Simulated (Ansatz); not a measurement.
Harmonic frequencies (cm⁻¹) at PBE0-D4/def2-TZVP from Ansatz: 316, 709, 729, 872, 901, 981, 984, 2286, 2297.

Problem. Which molecule is it?
A. `F[SiH2]F`
B. `O[Si](F)(Br)Br`
C. `N#C[Si](F)(Cl)Cl`
D. `F[Si](F)(F)[SiH](Cl)Cl`

Solution. A.
